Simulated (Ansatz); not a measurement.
Program: Ansatz 0.2.0.

C2H7O2Y (`C[O][Y]([CH3])[OH]`) at its PBE0-D4/def2-TZVP geometry, where that method's forces vanish. The species carries charge 0 and has multiplicity 1. Y: def2 effective core potential.

```
atom    x (Å)    y (Å)    z (Å)
  C1  -1.8345   1.5459  -1.1542
  O2  -0.7630   0.7560  -0.7697
  Y3   0.9050  -0.2023  -0.1601
  C4   0.5201  -2.0666   1.2674
  O5   2.7346   0.6485  -0.0349
  H6  -1.5006   2.4776  -1.6303
  H7  -2.4577   1.8179  -0.2926
  H8  -2.4785   1.0191  -1.8705
  H9   0.2877  -1.7366   2.2905
 H10   1.3856  -2.7358   1.3621
 H11  -0.3303  -2.6892   0.9585
 H12   3.5316   1.1655   0.0338
```

Q: For each bond, give half the difference of the two atoms' forces along it (eV/Å; positive pushes the atoms apart) under PBE-D4, r2SCAN-D4, B3LYP-D4, ωB97M-V in def2-TZVPP. (Best estimate.)

A: The calculation gave: 
| bond | length (Å) | PBE-D4 | r2SCAN-D4 | B3LYP-D4 | ωB97M-V |
| --- | --- | --- | --- | --- | --- |
| C1–O2 | 1.386 | 0.31 | 0.24 | 0.27 | 0.30 |
| C1–H6 | 1.098 | 0.07 | -0.06 | -0.09 | -0.13 |
| C1–H7 | 1.098 | 0.08 | -0.06 | -0.10 | -0.13 |
| C1–H8 | 1.098 | 0.08 | -0.06 | -0.10 | -0.14 |
| O2–Y3 | 2.018 | -0.16 | -0.06 | -0.05 | -0.07 |
| Y3–C4 | 2.379 | -0.08 | -0.05 | 0.10 | 0.05 |
| Y3–O5 | 2.022 | -0.17 | 0.04 | 0.09 | 0.11 |
| C4–H9 | 1.100 | 0.12 | 0.00 | -0.06 | -0.06 |
| C4–H10 | 1.098 | 0.13 | 0.00 | -0.06 | -0.08 |
| C4–H11 | 1.098 | 0.13 | 0.00 | -0.06 | -0.08 |
| O5–H12 | 0.952 | 0.43 | 0.01 | -0.04 | -0.11 |

B3LYP here is the variant with VWN-RPA as its local correlation; programs differ in this.
